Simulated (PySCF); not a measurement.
CH₄FGaO, SMILES C[O][GaH][F]. Coordinates come from a B3LYP-D3(BJ)/def2-SVP optimisation. The structure was generated by enumeration; whether it is a known compound was not checked. The values are those of a single conformer.

The numbers are results of B3LYP-D3(BJ)/def2-SVP (PySCF), not measurements.

Harmonic wavenumbers (cm⁻¹): 89, 103, 132, 257, 457, 581, 629, 714, 1129, 1176, 1203, 1466, 1476, 1482, 2028, 2971, 3046, 3067. Rotational constants (GHz): 17.08, 2.688, 2.358; symmetry number 1.

Problem. Work out the zero-point energy and the ideal-gas rigid-rotor harmonic-oscillator thermochemistry at 298.15 K and 1 atm.

Solution. ZPE = ½ Σ hcν = ½ × 22006 cm⁻¹ = 31.46 kcal/mol. H − E(el) = 35.96 kcal/mol. Entropy in cal/(mol K): translation 40.28, rotation 25.50, vibration 13.80, total 79.58. G − E(el) = 12.23 kcal/mol. Cp = 20.65 cal/(mol K). Modes under 150 cm⁻¹ make the vibrational entropy uncertain.
